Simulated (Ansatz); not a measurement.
`[NH2][Ta](=[O])([OH])[F]`. Total charge 0; spin multiplicity 1. Ta takes the def2 core potential.

Cartesian coordinates in Å:
```
N -1.394 0.401 -0.328
Ta 0.552 0.104 -0.212
O 1.177 1.556 0.459
O 0.927 -1.384 0.917
F 1.297 -0.204 -1.923
H -1.854 1.264 -0.084
H -2.071 -0.299 -0.594
H 1.368 -1.438 1.764
```

Problem. What are the harmonic wavenumbers in cm⁻¹ at PBE0-D4/def2-TZVP (Ansatz, finite differences of forces, unscaled)? (Best estimate.)

Solution. The calculation gave: 181, 184, 189, 217, 231, 371, 380, 482, 531, 606, 662, 692, 719, 1015, 1549, 3579, 3678, 3940.

Problem. Is this a minimum?

Solution. Yes, all 18 modes are real.

Problem. Give the ideal-gas thermochemistry at 298.15 K and 1 bar (rigid rotor, harmonic oscillator; point group C1, symmetry number 1).

Solution. Zero-point energy 114.9 kJ/mol; H(298) − E = 136.5 kJ/mol; entropy 355.2 J/(mol·K), of which translation 177.7, rotation 112.2, vibration 65.2; G(298) − E = 30.6 kJ/mol.
